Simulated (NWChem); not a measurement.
System: Si₂N₂H₈O; SMILES O([SiH3])[SiH](N)N

```xyz
13

N      1.0337    -1.8684     0.6187
Si     0.0279    -0.9658    -0.4577
N     -1.5442    -0.9661     0.2811
O      0.3853     0.6684    -0.6915
Si     0.0782     2.0218     0.2470
H      1.0746    -1.6186     1.6098
H      1.9346    -2.2206     0.2890
H      0.2269    -1.5764    -1.8125
H     -1.9229    -1.8477     0.6349
H     -2.2867    -0.3875    -0.1191
H     -1.3721     2.4245     0.1698
H      0.4348     1.7877     1.6930
H      0.9165     3.1498    -0.2825
```
Atoms are numbered in this order, from 1.

Computed with NWChem. Pople sets run with spherical d functions. The geometry was optimised at PBE-D3(BJ)/def2-SVP. Total energies compare along this basis series because the functional is fixed.

```
level            basis functions  energy (Ha)  highest occupied level (eV)  orbital gap (eV)  dipole (D)
---------------  ---------------  -----------  ---------------------------  ----------------  ----------
PBE0/STO-3G                   41    -758.9290                        -3.53             10.10        0.64
PBE0/3-21G                    69    -764.0784                        -6.83              8.06        1.66
PBE0/6-31G*                   94    -768.1533                        -7.22              8.03        1.53
PBE0/6-31+G*                 114    -768.1691                        -7.56              7.47        1.37
PBE0/6-311G**                154    -768.2757                            ?                 ?        1.51
PBE0/6-311++G**              182    -768.2839                        -7.62              7.37        1.36
PBE0/def2-TZVPD              272    -768.3256                        -7.63              7.55        1.34
```

Complete the blanks.


- PBE0/6-311G**, highest occupied level (eV): -7.44
- PBE0/6-311G**, orbital gap (eV): 7.85
